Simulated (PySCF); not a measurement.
C2H5Te, SMILES [CH2][Te]C (connectivity only; charge and spin as stated), charge +1, multiplicity 1.

The structure is a stationary point at B3LYP-D3(BJ)/def2-SVP. The multiplicity is an assumed one; other spin states were not compared. The isomer is the one that the SMILES or the coordinates give; other isomers of the formula were not compared. The def2 effective core potentials stand for the cores of Te; spin–orbit coupling is left out.

Two levels are set side by side: TDA-PBE/def2-SVPD (PySCF) and TDA-ωB97X/def2-SVPD (PySCF). Vertical, same geometry. The lowest singlet is HOMO−1→LUMO 99 % with PBE and HOMO−1→LUMO 98 % with the other functional; states are paired by order. Differences are taken from unrounded values.

```csv
quantity,TDA-ωB97X
lowest singlet excitation (eV),4.48
lowest triplet excitation (TDA) (eV),1.86
first bright state (f over 0.05) (eV),5.24
its oscillator strength,0.27
```

Problem. What does TDA-PBE give, and how far is it from TDA-ωB97X? (An estimate is asked for; the answer gives what the named calculation found.)

Solution. 
```json
[
 {"quantity": "lowest singlet excitation (eV)", "TDA-PBE": "4.06", "TDA-PBE minus TDA-ωB97X": "-0.42"},
 {"quantity": "lowest triplet excitation (TDA) (eV)", "TDA-PBE": "2.17", "TDA-PBE minus TDA-ωB97X": "0.30"},
 {"quantity": "first bright state (f over 0.05) (eV)", "TDA-PBE": "5.37", "TDA-PBE minus TDA-ωB97X": "0.13"},
 {"quantity": "its oscillator strength", "TDA-PBE": "0.18", "TDA-PBE minus TDA-ωB97X": "-0.09"}
]
```

A lower first singlet is the usual sign of a functional without exact exchange. Differences between two approximate levels are no errors against the true value.

Rough cost on one machine, each run with all the roots and properties that it gave: TDA-ωB97X against TDA-PBE about 2 times.
